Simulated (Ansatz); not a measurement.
Basis-set extrapolation for CH3BOS2 (PBE0-D4/def2-TZVP geometry, frozen core, Ansatz 0.2.0). Multiplicity 1, RHF reference.

```csv
,def2-TZVPP,def2-QZVPP
HF,-934.280086,-934.308342
MP2 correlation,-0.860643,-0.928723
CCSD(T) correlation,-0.939531,not run
```

Energies in hartree. Use E(X) = E(∞) + A·exp(−7.88·√X) for Hartree–Fock and E(X) = E(∞) + B·X^(−2.97) for correlation, with X = 3 and 4, and add CCSD(T) minus MP2 of the smaller set to the MP2 limit.

**Question.** What is the CCSD(T) energy at the basis-set limit?

**Answer.** HF limit: -934.308342 + (-0.028256) × 0.13774 = -934.31223. MP2 limit: -0.928723 + (-0.068080) × 0.74074 = -0.97915. Higher-order term: -0.939531 − (-0.860643) = -0.07889. Total: -935.37027 hartree, 4.10 eV below CCSD(T)/def2-TZVPP.
